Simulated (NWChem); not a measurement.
System: C₂HAlN₂O₂; SMILES O=C=[N][AlH][N]=C=O

```xyz
8

Al    -1.1411     0.0067     0.0000
H     -2.7150     0.0092     0.0000
N     -0.2180     0.0061    -1.5207
C      0.4094     0.0005    -2.5601
O      1.0172    -0.0050    -3.5728
N     -0.2180     0.0061     1.5207
C      0.4094     0.0005     2.5601
O      1.0172    -0.0050     3.5728
```
Atoms are numbered in this order, from 1.

Level: PBE-D3(BJ)/def2-SVP (NWChem), optimised geometry, unscaled harmonic frequencies. 

| frequency (cm⁻¹) | IR intensity (km/mol) |
|---|---|
| 36 | 0.5 |
| 91 | 0.0 |
| 112 | 0.0 |
| 116 | 0.5 |
| 242 | 22.1 |
| 470 | 149.3 |
| 513 | 67.6 |
| 591 | 9.6 |
| 594 | 37.3 |
| 607 | 0.2 |
| 608 | 7.8 |
| 609 | 46.4 |
| 684 | 427.6 |
| 1459 | 12.3 |
| 1466 | 73.2 |
| 1980 | 126.0 |
| 2365 | 2072.1 |
| 2395 | 523.8 |

| Quantity | Result |
|---|---|
| zero-point energy | 21.3 kcal/mol |
| thermal correction to the enthalpy at 298.15 K (with zero-point energy) | 26.8 kcal/mol |
| heat capacity Cv | 24.3 cal/(mol K) |
| entropy at 298.15 K and 1 atm (symmetry number 2) | 88.7 cal/(mol K) |
| dipole moment | 1.67 D |

Rigid rotor and harmonic oscillator; modes under 100 cm⁻¹ make the entropy uncertain.
